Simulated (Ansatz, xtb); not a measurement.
**Relative energy of two isomers of F2GaOSi**

Structure I is `F[Si][O][Ga][F]`, a doublet and structure II is `F[Si](F)[O][Ga]`, a doublet. Both are isolated molecules in the gas phase, relaxed with B3LYP-D3(BJ)/def2-SVP; the shapes shown needn't be the lowest conformers.

I (Å):

```tsv
atom	x (Å)	y (Å)	z (Å)
F	-0.0019	0.0571	-2.6276
F	2.6553	-1.2428	-0.2255
Ga	1.3574	-0.0735	0.0589
O	1.4289	1.4067	-1.0455
Si	0.7813	1.5234	-2.5568
```

II (Å):

```xyz
5

F     1.9769    0.9544    0.0516
F     0.2744    1.3201   -1.8580
Ga   -1.5285   -1.2146    1.0107
O    -0.1724   -0.6207   -0.0827
Si    0.9659    0.1615   -0.9477
```

Task: Estimate E(II) − E(I) at the level CCSD(T)/def2-SVP + ΔMP2/def2-TZVPP.

Result: Calculated at CCSD(T)/def2-SVP + ΔMP2/def2-TZVPP: E(II) − E(I) = −32.6 kcal/mol, so structure II lies lower.

The same difference at several levels:

| level | geometry | E(II) − E(I) (kcal/mol) | departure from the last row (kcal/mol) | job, with rough time for the two |
| --- | --- | --- | --- | --- |
| B3LYP-D3(BJ)/def2-SVP | B3LYP-D3(BJ)/def2-SVP | −29.7 | +2.9 | optimisation, 92 s |
| HF/def2-SVP | B3LYP-D3(BJ)/def2-SVP | −32.6 | 0.0 | part of the CCSD(T) run |
| MP2/def2-SVP | B3LYP-D3(BJ)/def2-SVP | −25.9 | +6.7 | part of the CCSD(T) run |
| CCSD(T)/def2-SVP | B3LYP-D3(BJ)/def2-SVP | −25.6 | +7.0 | single point |
| CCSD(T)/def2-SVP + ΔMP2/def2-TZVPP | B3LYP-D3(BJ)/def2-SVP | −32.6 |  | single point, 65 s |

As drawn, II has 1 F–Si in place of 1 F–Ga.

None of the levels shown reverses the order. The largest departure from CCSD(T)/def2-SVP + ΔMP2/def2-TZVPP is that of CCSD(T)/def2-SVP, 7.0 kcal/mol. Levels run at GFN2-xTB geometries aren't shown. The last row adds to CCSD(T) the change of the MP2 difference between the two basis sets, here −7.0 kcal/mol, a large step that makes the value less sure.

With harmonic frequencies from B3LYP-D3(BJ)/def2-SVP (ideal gas, rigid rotor, one conformer each, 298.15 K, 1 atm): on the last row, ΔE + ΔZPE = −31.8 kcal/mol. A mode under 50 cm⁻¹ makes harmonic enthalpies and free energies unreliable, so none is given.

Open shells are spin-unrestricted. The correlated steps freeze 17 core orbitals; the filled d shell of Ga is correlated, in a basis made for valence electrons. Programs: Ansatz 0.2.0; the last row on 2 threads of Intel(R) Xeon(R) Platinum 8488C (Sapphire Rapids) on a shared host.
